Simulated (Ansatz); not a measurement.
A calculation with Ansatz (development build ahead of 0.2.0).

```yaml
crystal:
  periodic: [false, false, false]
  atoms:
    - { symbol: Ge, position_ang: [0.03248, 0.07617, 0.05291] }
    - { symbol: H, position_ang: [0.81058, 0.8972, 0.94412] }
    - { symbol: H, position_ang: [0.99997, -0.87312, -0.83589] }
    - { symbol: H, position_ang: [-0.84783, 0.84382, -0.93952] }
    - { symbol: H, position_ang: [-0.93663, -0.76627, 0.91005] }
basis:
  gaussian: { orbitals: STO-3G }
hamiltonian:
  xc: hf
correlation:
  method: mp2
  frozen_orbitals: { Ge: 9, H: 0 }
```

The input is written out in the form of the current development build from the run's settings.

Results

| Quantity | Value |
| --- | --- |
| Converged | yes |
| Reference energy | -2054.06779 hartree |
| Correlation energy | -0.04479 hartree |
| Total energy | -2054.11258 hartree |
| Spin squared of the determinant | 0.000 |
